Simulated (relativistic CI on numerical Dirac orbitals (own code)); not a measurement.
## d3 in a ligand field

Computed with a parametric ligand-field model of a d^n configuration (Racah B and C, spin-orbit zeta, crystal field), exact diagonalisation.

Field parameters in Wybourne normalisation: Oh B⁴₀ = 21Dq, B⁴₄ = √(5/14) B⁴₀. The field is a parameter set, without covalency.

B = 660 cm⁻¹, C = 2930 cm⁻¹ (C/B = 4.44), Oh, no spin-orbit coupling. Tanabe-Sugano data, E/B above the lowest term (Δ = |10Dq|; b, c mark the second and third term of a kind):

```csv
Δ/B,4A2,4T2,4T1,4T1(b),2E,2T1,2T2
1.0,0.00,1.00,1.79,16.21,18.22,18.28,18.67
5.0,0.00,5.00,8.68,21.32,19.48,20.17,23.33
9.0,0.00,9.00,15.00,27.00,19.93,20.81,26.49
13.0,0.00,13.00,20.68,33.32,20.20,21.14,28.26
17.0,0.00,17.00,25.79,40.21,20.41,21.34,29.49
21.0,0.00,21.00,30.51,47.49,20.57,21.48,30.45
25.0,0.00,25.00,35.00,55.00,20.70,21.58,31.20
29.0,0.00,29.00,39.34,62.66,20.81,21.67,31.82
33.0,0.00,33.00,43.58,70.42,20.91,21.73,32.34
37.0,0.00,37.00,47.77,78.23,20.99,21.78,32.76
41.0,0.00,41.00,51.91,86.09,21.07,21.83,33.13
45.0,0.00,45.00,56.03,93.97,21.13,21.86,33.44
```

The ground term stays 4A2.
